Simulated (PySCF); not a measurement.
## Two-component Hartree-Fock for Ti⁹⁺ (titanium, charge +9)

Start: [Ne] 3s2 3p1; 3p3/2 filled at m_j = +3/2. Calculated with PySCF 2.14 in an uncontracted even-tempered set (20 s from 0.53 bohr⁻², ratio 2.4; 13 p from 0.69 bohr⁻², ratio 2.4; 5 d from 3.1 bohr⁻², ratio 2.6; 4 f from 4.7 bohr⁻², ratio 2.6): generalised Hartree-Fock with the X2C-1e Hamiltonian and a Gaussian nucleus; one run each with spin-orbit coupling (SO) screened by Boettger's factors, then bare. This is a chosen level, not necessarily the ground level.

| spinor shell | electrons | ε, screened SO (eV) | ε, bare SO (eV) | weight of nominal j (bare SO) | rms radius, bare SO (bohr) |
| --- | --- | --- | --- | --- | --- |
| 1s1/2 | 2 | -5229.5 | -5229.6 | 1.000 | 0.0804 |
| 2s1/2 | 2 | -790.38 | -790.38 | 1.000 | 0.347 |
| 2p1/2 | 2 | -690.10 | -690.52 | 0.995 | 0.316 |
| 2p3/2 | 4 | -684.64 | -684.45 | 0.997 | 0.318 |
| 3s1/2 | 2 | -238.77 | -238.78 | 1.000 | 0.944 |
| 3p3/2 | 1 | -215.07 | -215.04 | 1.000 | 0.963 |

```json
{"quantity": "E (hartree)", "screened SO": "-823.25868", "bare SO": "-823.25879"}
{"quantity": "M_J", "screened SO": "3/2", "bare SO": "3/2"}
{"quantity": "⟨J²⟩", "screened SO": "3.754", "bare SO": "3.754"}
{"quantity": "⟨L²⟩", "screened SO": "2.003", "bare SO": "2.003"}
{"quantity": "⟨S²⟩", "screened SO": "0.751", "bare SO": "0.751"}
```

Each row is a mean over spinors that exchange with the open shell spreads, by up to 6.195 eV (3s1/2).
